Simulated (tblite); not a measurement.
C8H13ClO.
Structure used (GFN2-xTB), in Å, numbered top down from 1:
```
atom  x, y, z in Å
C1    -3.2782    0.4855   -0.9571
C2    -2.4435    0.0384   -0.0391
C3    -1.0305   -0.3932   -0.3294
C4    -0.0369    0.4483    0.4886
C5     1.4206   -0.0094    0.3558
C6     1.9162    0.0748   -1.0856
C7     2.3001    0.8468    1.2655
C8    -0.9064   -1.8559   -0.0225
O9    -0.7102   -2.7417   -0.7844
Cl10  -1.1339   -2.2281    1.6950
H11   -4.2759    0.8010   -0.7054
H12   -3.0015    0.5608   -1.9958
H13   -2.7416   -0.0330    0.9973
H14   -0.8296   -0.2791   -1.3986
H15   -0.3256    0.4067    1.5402
H16   -0.1240    1.4852    0.1565
H17    1.4904   -1.0515    0.6875
H18    1.3956   -0.6345   -1.7233
H19    1.7694    1.0781   -1.4803
H20    2.9778   -0.1566   -1.1285
H21    2.2649    1.8887    0.9542
H22    1.9649    0.7845    2.2982
H23    3.3332    0.5112    1.2215
```

Calculated harmonic vibrations of the isolated species, GFN2-xTB (tblite), most abundant isotopes, no scaling. Errors from tens to a few hundred cm⁻¹ against measured bands are possible. One conformer, not necessarily the lowest.

Harmonic wavenumbers (cm⁻¹): 36.2, 44.5, 52.8, 75.0, 120.5, 189.8, 208.8, 212.8, 248.8, 289.6, 325.7, 371.9, 425.4, 428.2, 452.4, 556.9, 578.6, 609.0, 682.5, 864.4, 880.6, 901.2, 932.2, 951.1, 984.0, 989.0, 1008.5, 1022.0, 1084.0, 1103.9, 1147.4, 1163.8, 1187.6, 1217.8, 1235.3, 1277.5, 1290.8, 1299.9, 1338.6, 1350.8, 1408.3, 1411.5, 1423.7, 1473.7, 1495.2, 1501.6, 1504.5, 1514.8, 1708.8, 1824.7, 2932.5, 2959.8, 2977.5, 2992.2, 3027.5, 3032.7, 3035.3, 3040.4, 3045.0, 3050.5, 3076.8, 3104.3, 3133.4.

A = 1257, B = 807.4, C = 667.4 MHz; mass 160.065 u (most abundant isotopes); point group C1, symmetry number 1.

Question: Zero-point energy?

Answer: Half the sum of the wavenumbers: 41907 cm⁻¹ = 119.82 kcal/mol.

Question: What is S at 298.15 K and 1 bar for an ideal gas of classical rigid rotors and harmonic oscillators?

Answer: Translation 41.15, rotation 30.54, vibration 40.16: S = 111.8 cal/(mol K).

Question: And Cp and H(298.15 K) − H(0)?

Answer: Cp = 45.22 cal/(mol K), of which vibrations give 37.27 (their classical limit is 63 R = 125.2); H(298.15 K) − H(0) = 8.30 kcal/mol without the zero-point energy, 5.93 from vibrations.

Question: What must be added to the electronic energy to get the Gibbs energy at 298.15 K and 1 bar?

Answer: ZPE + [H(298.15 K) − H(0)] − T·S = 119.82 + 8.30 − 33.35 = 94.77 kcal/mol.

Question: Blend soft modes into free rotors: weight 1/[1 + (100 cm⁻¹/ν̃)⁴] for the oscillator and the rest for a rotor with moment μB/(μ + B), μ = h/(8π²ν), B = 10⁻⁴⁴ kg m². What vibrational entropy results?

Answer: 35.35 cal/(mol K) in place of 40.16, which changes −T·S at 298.15 K by +1.43 kcal/mol.

Question: Which modes carry the vibrational entropy at 298.15 K?

Answer: 36.2 cm⁻¹: 5.46; 44.5 cm⁻¹: 5.05; 52.8 cm⁻¹: 4.71; 75.0 cm⁻¹: 4.02; 120.5 cm⁻¹: 3.09; 189.8 cm⁻¹: 2.23 cal/(mol K); the other 57 give 15.60 together.

Question: How do the functions run with temperature in this model?

Answer: 
```json
{"T (K)": "150", "S (cal/(mol K))": "87.2", "Cp (cal/(mol K))": "28.6", "H − H(0) (kcal/mol)": "2.84", "G − H(0) (kcal/mol)": "-10.23", "ln q(vib)": "5.01"}
{"T (K)": "250", "S (cal/(mol K))": "104.4", "Cp (cal/(mol K))": "39.7", "H − H(0) (kcal/mol)": "6.26", "G − H(0) (kcal/mol)": "-19.84", "ln q(vib)": "8.57"}
{"T (K)": "400", "S (cal/(mol K))": "126.8", "Cp (cal/(mol K))": "56.9", "H − H(0) (kcal/mol)": "13.50", "G − H(0) (kcal/mol)": "-37.21", "ln q(vib)": "13.56"}
{"T (K)": "600", "S (cal/(mol K))": "153.6", "Cp (cal/(mol K))": "75.7", "H − H(0) (kcal/mol)": "26.86", "G − H(0) (kcal/mol)": "-65.30", "ln q(vib)": "19.89"}
{"T (K)": "900", "S (cal/(mol K))": "188.1", "Cp (cal/(mol K))": "94.2", "H − H(0) (kcal/mol)": "52.56", "G − H(0) (kcal/mol)": "-116.71", "ln q(vib)": "28.76"}
```

q(vib) and H(0) count from the zero-point level.

Hindered rotation and anharmonicity are outside this model. Other conformers, if any are populated, would add a mixing term that is left out. The structure is chiral; the term R ln 2 for an equal mix with its mirror image is left out.

The run took 1.2 s of wall time on Arm Neoverse V1, one thread, no GPU, on a shared host. The figure is for the frequency step alone.
